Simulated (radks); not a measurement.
Results of a calculation; reference values are marked as such.
Effect of the nuclear size on neutral indium, [Kr] 4d10 5s2 5p1. Code: a radial shooting solver on a logarithmic mesh with Libxc functionals. Model: Dirac Kohn-Sham, relativistic LDA (MacDonald-Vosko exchange, VWN5 correlation), spin-unpolarised, spherical densities, finite nucleus; open shells fill j = l - 1/2 first; Fermi nuclear charge, rms radius 4.6156 fm. The rms radius is varied about that value; shifts are against it.

rms radius (fm)  total energy shift (eV)  density at nucleus (e/bohr^3)  1s1/2 shift (meV)  2s1/2 shift (meV)  4s1/2 shift (meV)  4p1/2 shift (meV)  5s1/2 shift (meV)
3.8125                             -1.15                      1.777e+05               -479              -54.5              -1.99              0.179             -0.139
4.214                             -0.597                      1.751e+05               -250              -28.4              -1.03              0.093             -0.072
4.6156                                 0                      1.728e+05              0.000              0.000              0.000              0.000              0.000
4.8095                             0.305                      1.717e+05                127               14.5              0.528             -0.048              0.037
5.2987                              1.12                      1.693e+05                469               53.3               1.94             -0.175              0.136

Slopes of the eigenvalues against <r^2> in GHz/fm^2, as finite differences over the two radii next to the reference (eigenvalue slopes, not the field-shift constants of lines): 1s1/2 17000, 2s1/2 1930, 4s1/2 70.3, 4p1/2 -6.35, 5s1/2 4.91.
